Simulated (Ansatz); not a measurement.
Ideal-gas functions of BFH4OSi, SMILES `B[SiH](O)F` at 400 K and 1 bar, from an Ansatz frequency run at PBE0-D4/def2-TZVP.

Molar mass 77.93 g/mol, point group C1 (symmetry number 1), electronic degeneracy 1, moments of inertia 77.109, 84.569, 136.067 u Å². Harmonic wavenumbers (cm⁻¹, unscaled): 89, 187, 235, 295, 355, 597, 651, 794, 818, 861, 884, 905, 946, 1175, 2260, 2585, 2671, 3916.

Use S(trans) = R[1.5 ln M + 2.5 ln T − 1.1517]; rotational temperatures θ = 24.2544 K / I; S(rot) = R[ln(√π/σ · √(T³/θAθBθC)) + 1.5]; for each mode x = 1.438777 ν̃/T, S = R[x/(eˣ − 1) − ln(1 − e⁻ˣ)] and H = RT x/(eˣ − 1); 1 cm⁻¹ = 0.0119627 kJ/mol; R = 8.31446 J/(mol·K).

Task: By hand: the entropy, in J/(mol·K).

Result: Translation 169.3. Rotation: θ = 0.3145, 0.2868, 0.1783 K, giving 109.1. Vibration, mode by mode: 17.82, 11.77, 9.96, 8.20, 6.82, 3.39, 2.91, 1.94, 1.81, 1.60, 1.50, 1.41, 1.26, 0.64, 0.02, 0.01, 0.01, 0.00, in all 71.1. Electronic 0.0. Sum 349.5 J/(mol·K).

Task: By hand: H − E and G − E in kJ/mol, counted from the electronic energy.

Result: Zero-point energy ½ × 20224 × 0.0119627 = 121.0; thermal vibration 15.7; translation, rotation and pV give 4 RT = 13.3. H − E = 150.0 kJ/mol, and G − E = 150.0 − 400 × 349.5/1000 = 10.2 kJ/mol.

Vibration gives 20 % of the entropy, 17.8 J/(mol·K) of it from the mode under 150 cm⁻¹: soft modes count most, and the harmonic formula is weakest for them. The sum counts one conformer and one mirror image; others add a mixing term.
